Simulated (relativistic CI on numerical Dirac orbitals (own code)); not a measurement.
Hyperfine structure of Ta53+, mass number 181

Calculated at this level of theory: Dirac-Coulomb-Breit CI, KLI orbitals optimised for each configuration, QED by a radiative potential, unscaled Slater integrals (own radial code, finite nucleus).

Configuration list (outside the closed core [Ne]): 3s²3p⁶3d², 3s²3p⁵3d³, 3s3p⁶3d³, 3s²3p⁶3d4s, 3s²3p⁶3d4p, 3s²3p⁶3d4d, 3s²3p⁵3d²4s, 3s²3p⁶3d4f, 3s²3p⁵3d²4p, 3s²3p⁵3d²4d, 3p⁶3d⁴, 3p⁵3d⁵, 3p⁵3d⁴4s, 3p⁶3d³4s, 3p⁵3d³4s². Double excitations out of closed p, d and f shells are left out; levels of such configurations are missing from the list, as are those of other unlisted configurations, and high levels can miss mixing partners. These lack a partner that the ground configuration has and come out too high: 3s²3p⁵3d²4p, 3s²3p⁵3d²4d.

Nuclear spin I = 7/2, μ = 2.365 μN, Q = 3.17 b (tables of Stone and Pyykkö). The electronic factors are computed for point nuclear moments, without core polarisation or the Bohr-Weisskopf and QED corrections.

```csv
Level,E (eV),A (MHz),B (MHz)
3s²3p⁶3d² ³F2,0.000,70220,16000
3s²3p⁶3d² ³F3,67.514,39890,92300
3s²3p⁶3d² ¹G4,81.325,42610,440000
3s²3p⁶3d² ³P1,82.904,-3610,96500
3s²3p⁶3d² ³F4,143.390,28320,259000
```

Levels with J = 0, under 50 % of one LS term, or S terms without an open s electron are left out. Small factors come from cancelling terms and can be off by tens of per cent or more.

At this charge energies of transitions that change n are usually good to better than 1 %, and those within a shell (Δn = 0) to a few per cent.

Task: Give the hyperfine levels of 3s²3p⁶3d² ³F2 relative to its centre of gravity.

Result: With K = F(F + 1) − I(I + 1) − J(J + 1), E = AK/2 + B[¾K(K + 1) − I(I + 1)J(J + 1)]/[2I(2I − 1)J(2J − 1)]: F = 3/2: -623400, F = 5/2: -455000, F = 7/2: -215200, F = 9/2: 99890, F = 11/2: 495500 MHz.

LS names give the leading component of a level, which can be under half, so a name can repeat, a term be missing and a line seem to break the LS rules.
